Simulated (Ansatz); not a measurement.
Reaction (SMILES): Cl[SiH2][SiH2]Cl → [SiH2][SiH2]Cl + Cl atom (the Cl-Si bond at the site shown breaks; other sites are not compared here)
Geometries: B3LYP-D3(BJ)/def2-TZVP minima from Ansatz (a quantum-chemistry and plane-wave program), one conformer each, not searched for the lowest.

Property: bond dissociation energy (electronic energy difference), in kJ/mol. Cores are frozen in the correlated levels unless marked. UHF or UKS for open shells. Spin-orbit coupling is left out. Non-relativistic. CBS(X,Y): correlation extrapolated as X^-3; Hartree-Fock from the larger set.

| level | program | bond dissociation energy (kJ/mol) |
|---|---|---|
| PBE0/def2-TZVP | Ansatz | 437.7 |
| BHLYP-D3(BJ)/def2-TZVPD | Ansatz + dftd3 | 430.5 |
| r2SCANh/def2-TZVPD | Ansatz | 436.2 |
| CAM-B3LYP-D3(BJ)/def2-TZVPD | Ansatz + dftd3 | 437.9 |

Estimate the value at CCSD(T)/CBS(aug-cc-pV(T+d)Z,aug-cc-pV(Q+d)Z) as computed with Ansatz.

456.3 kJ/mol, so CAM-B3LYP-D3(BJ)/def2-TZVPD differs from it by -18.4 kJ/mol.
